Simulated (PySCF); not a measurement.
Geometries of 2 isomers of CH8GaN, from PBE0-D3(BJ)/def2-SVP geometry optimisation, gas phase (PySCF). One conformer each, no zero-point energy, no frequencies.

Problem. Which isomer lies lower at this level?
A.
```xyz
11
angstrom
C      1.523    0.641   -0.013
Ga     0.305   -0.930   -0.088
N     -1.597    0.086    0.068
H      2.573    0.316   -0.093
H      1.344    1.348   -0.840
H      1.429    1.190    0.938
H      0.172   -1.836    1.208
H      0.055   -1.626   -1.492
H     -1.726    0.743   -0.701
H     -1.671    0.608    0.940
H     -2.369   -0.580    0.038
```
B.
```xyz
11
angstrom
Ga    -0.226   -0.409   -1.608
N     -0.231   -0.437    0.528
C      0.423    0.716    1.145
H      0.217   -1.308    0.817
H     -1.205   -0.507    0.824
H      0.391    0.689    2.246
H      1.471    0.752    0.817
H     -0.066    1.635    0.794
H      1.341   -0.436   -1.838
H     -0.980    0.967   -1.828
H     -1.036   -1.747   -1.866
```

Solution. A. That is `[CH3][GaH2-][NH3+]`, 10.4 kcal/mol below the other.

```tsv
SMILES	atoms numbered as above	E (Eh)	relative (kcal/mol)	relative (kJ/mol)	dipole (D)
[CH3][GaH2-][NH3+]	[CH3:1][GaH2-:2][NH3+:3]	-2021.84794	0.0	0.0	5.09
[H][Ga]([H])([H])<-[NH2]C	–	-2021.83133	10.4	43.6	5.26
```
